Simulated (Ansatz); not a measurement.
C$_{2}$H$_{8}$BBrGaN (`C[N](C)[GaH][BH]Br`) from Hartree–Fock to CCSD(T)

Z-matrix (Å, degrees):
```
C
N 1 1.440
H 1 1.100 2 111.5
H 1 1.091 2 110.7 3 -120.3
H 1 1.100 2 111.5 3 119.4
C 2 1.440 1 112.6 3 -59.7
Ga 2 1.829 1 123.2 3 120.4
H 6 1.091 2 110.9 1 -180.0
H 6 1.100 2 111.5 1 -59.7
H 6 1.100 2 111.5 1 59.7
B 7 2.092 2 117.4 1 179.8
H 7 1.567 2 113.5 1 -0.1
Br 11 1.906 7 119.5 2 -179.5
H 11 1.194 7 126.9 2 0.4
```

Total charge 0; spin multiplicity 1. Correlated methods include outer-core shells of Br, Ga, which these sets cover unevenly. Scalar relativity is left out up to krypton. The geometry is a stationary point of PBE0-D4/def2-TZVP. It is one conformer, not always the lowest. Frozen core, restricted reference, Ansatz 0.2.0.

```
     basis      HF (Eh)  MP2 corr.
  def2-SVP  -4654.52055   -0.98602
def2-TZVPP  -4655.25869   -1.17029
def2-QZVPP  -4655.35576   -1.77848
```

(1) Estimate the CCSD correlation energy and the (T) correction in each basis where they were run (hartree).

## Answers

(1) 
| basis | CCSD corr. | (T) |
| --- | --- | --- |
| def2-SVP | -1.03211 | -0.03222 |
| def2-TZVPP | -1.21269 | -0.04945 |
